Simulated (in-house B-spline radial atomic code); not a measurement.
Tb⁷⁺. Computed with a B-spline radial atomic code. Model: all-electron spherical atom, spin shells full or empty, radial basis limit, no spin-orbit coupling, Breit or QED, empty-state partial waves extrapolated as (l+1/2)^-4, RPA, G0W0 and static COHSEX of the highest shell as one setting changes (uncorrelated shells keep exact exchange).

Empty minority-spin level lies below the highest occupied level: each spin potential is zero at infinity, spin occupations fixed.

Without the two-electron picture change, core correlation of heavy ions comes too large.

Given: element Tb; charge 7; filled core Kr; hamiltonian one-electron scalar X2C; mean-field start PBE; highest l of empty states 9; nuclear rms radius 5.06 fm; highest mean-field shell 4f up.

Shell: 4d 5 5, 4f 7 0, 5s 1 1, 5p 3 0 (electrons up and down).

```json
{"lowest nl shells left uncorrelated": "0", "RPA correlation energy (hartree)": "-4.9886", "G0W0 level (eV)": "-121.56", "G0W0 minus most complete (meV)": "0", "COHSEX level (eV)": "-127.11", "linearised minus solved G0W0 (meV)": "-66.8"}
{"lowest nl shells left uncorrelated": "1", "RPA correlation energy (hartree)": "-4.7874", "G0W0 level (eV)": "-121.56", "G0W0 minus most complete (meV)": "0", "COHSEX level (eV)": "-127.11", "linearised minus solved G0W0 (meV)": "-66.8"}
{"lowest nl shells left uncorrelated": "2", "RPA correlation energy (hartree)": "-4.5838", "G0W0 level (eV)": "-121.56", "G0W0 minus most complete (meV)": "0.5", "COHSEX level (eV)": "-127.11", "linearised minus solved G0W0 (meV)": "-66.7"}
{"lowest nl shells left uncorrelated": "3", "RPA correlation energy (hartree)": "-3.996", "G0W0 level (eV)": "-121.56", "G0W0 minus most complete (meV)": "2", "COHSEX level (eV)": "-127.11", "linearised minus solved G0W0 (meV)": "-66.7"}
{"lowest nl shells left uncorrelated": "4", "RPA correlation energy (hartree)": "?", "G0W0 level (eV)": "?", "G0W0 minus most complete (meV)": "?", "COHSEX level (eV)": "?", "linearised minus solved G0W0 (meV)": "?"}
{"lowest nl shells left uncorrelated": "5", "RPA correlation energy (hartree)": "-3.2281", "G0W0 level (eV)": "-121.51", "G0W0 minus most complete (meV)": "55.6", "COHSEX level (eV)": "-127.05", "linearised minus solved G0W0 (meV)": "-66.1"}
{"lowest nl shells left uncorrelated": "6", "RPA correlation energy (hartree)": "-2.282", "G0W0 level (eV)": "-121.43", "G0W0 minus most complete (meV)": "132.1", "COHSEX level (eV)": "-127.15", "linearised minus solved G0W0 (meV)": "-65.3"}
{"lowest nl shells left uncorrelated": "7", "RPA correlation energy (hartree)": "-2.1047", "G0W0 level (eV)": "-121.4", "G0W0 minus most complete (meV)": "159.4", "COHSEX level (eV)": "-127.05", "linearised minus solved G0W0 (meV)": "-65.1"}
{"lowest nl shells left uncorrelated": "8", "RPA correlation energy (hartree)": "-1.5693", "G0W0 level (eV)": "-121.36", "G0W0 minus most complete (meV)": "200", "COHSEX level (eV)": "-126.71", "linearised minus solved G0W0 (meV)": "-65.8"}
{"lowest nl shells left uncorrelated": "9", "RPA correlation energy (hartree)": "-0.61702", "G0W0 level (eV)": "-121.58", "G0W0 minus most complete (meV)": "-14.1", "COHSEX level (eV)": "-126.27", "linearised minus solved G0W0 (meV)": "-74.9"}
{"lowest nl shells left uncorrelated": "10", "RPA correlation energy (hartree)": "?", "G0W0 level (eV)": "?", "G0W0 minus most complete (meV)": "?", "COHSEX level (eV)": "?", "linearised minus solved G0W0 (meV)": "?"}
{"lowest nl shells left uncorrelated": "11", "RPA correlation energy (hartree)": "-0.25281", "G0W0 level (eV)": "-122.35", "G0W0 minus most complete (meV)": "-784.3", "COHSEX level (eV)": "-125.43", "linearised minus solved G0W0 (meV)": "-68.3"}
```

(1) What follows for lowest nl shells left uncorrelated = 10?

(2) What follows for lowest nl shells left uncorrelated = 4?

Answers

(1) RPA correlation energy -0.42722 hartree; G0W0 level -121.8 eV; G0W0 minus most complete -239 meV; COHSEX level -125.82 eV; linearised minus solved G0W0 -75.7 meV.

(2) RPA correlation energy -3.8058 hartree; G0W0 level -121.55 eV; G0W0 minus most complete 12.9 meV; COHSEX level -127.09 eV; linearised minus solved G0W0 -66.6 meV.
